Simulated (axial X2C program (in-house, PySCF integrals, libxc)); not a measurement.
**Spin–orbit effects along a row: molecules with Ge, HF**

Computed with an in-house relativistic program for diatomic molecules, spin-free (one-electron X2C) or two-component (2c: spin–orbit coupling with atomic mean-field Coulomb and Gaunt terms, which also bring small scalar terms), in Dyall basis sets with cores contracted in-house; open shells are unrestricted.

Basis sets: Al dyall-v3z, Cl dyall-av3z, Ge dyall-cv3z, Mg dyall-cv3z, Na dyall-cv3z, S dyall-av3z.

```
molecule   spin-free state  Re (Å)  ωe (cm⁻¹)  De (eV)  2c state  Re 2c (Å)  ωe 2c (cm⁻¹)  De 2c (eV)
    NaGe  M_S = 3/2, Λ = 0   2.776      208.3     0.87   Ω = 3/2      2.778         208.0         n/a
    MgGe                 ?       ?          ?        ?         ?          ?             ?           ?
    AlGe  M_S = 3/2, Λ = 0   2.532      278.2     1.57   Ω = 3/2      2.532         278.1         n/a
     GeS    M_S = 0, Λ = 0   1.994      626.5     3.19     Ω = 0      1.995         625.9         n/a
    GeCl  M_S = 1/2, Λ = 1   2.192      395.0     2.62   Ω = 1/2      2.193         394.2         n/a
```

(1) Estimate the 2c Re and ωe of MgGe as the mean of its neighbours in the table.

Each entry is the lowest single determinant of a limited PBE0 search at one distance. De goes to single-determinant-based atoms at the same level (for ions the charge split of lowest energy) and is withheld (n/a) where an atom does not fit its ground term or J level. Main or longest-lived isotopes. One determinant is a doubtful description, or other states lie close, for NaGe, MgGe, AlGe; these need not be ground states, and all values refer to the states named. Some open-shell Ω = 0 determinants are out of reach, so the Ω given for MgGe need not be the lowest component. With several unpaired electrons the Ω given is that of one determinant, not necessarily of the lowest component.

## Answers

(1) Re ≈ 2.655 Å, ωe ≈ 243.1 cm⁻¹. The HF runs give the row below, so the estimate misses by 0.013 Å and 2.4 cm⁻¹.

| molecule | spin-free state | Re (Å) | ωe (cm⁻¹) | De (eV) | 2c state | Re 2c (Å) | ωe 2c (cm⁻¹) | De 2c (eV) |
| --- | --- | --- | --- | --- | --- | --- | --- | --- |
| MgGe | M_S = 1, Λ = 0 | 2.640 | 241.6 | 0.66 | Ω = 1 | 2.642 | 240.7 | n/a |
